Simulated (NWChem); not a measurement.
A series in which one site is exchanged, each optimised at PBE0/def2-SVP with NWChem, gas phase unless a solvent is named. All stand in one matching conformer (torsions within 35°), which need not be the lowest. This build's default masses of Se (78.918 u) and Br (79.917 u) are each other's, which moves their modes by up to 0.6 %. For some, no frequency run checked for a minimum. def2 effective core potentials on Sr; no spin-orbit coupling.

A: [Ca]([SH])[SH] (CaH₂S₂; site = Ca)
B: [SH][Sr][SH] (SrH2S2; site = Sr)
C: [Se](S)S (H₂SeS₂; site = Se)
D: [SH][Be][SH] (BeH2S2; site = Be)

Q: Rank them by lowest singlet excitation, CAM-B3LYP/def2-SVPD, TDA (eV), lowest first.

A: B (3.45), A (3.63), C (4.15), D (5.81)
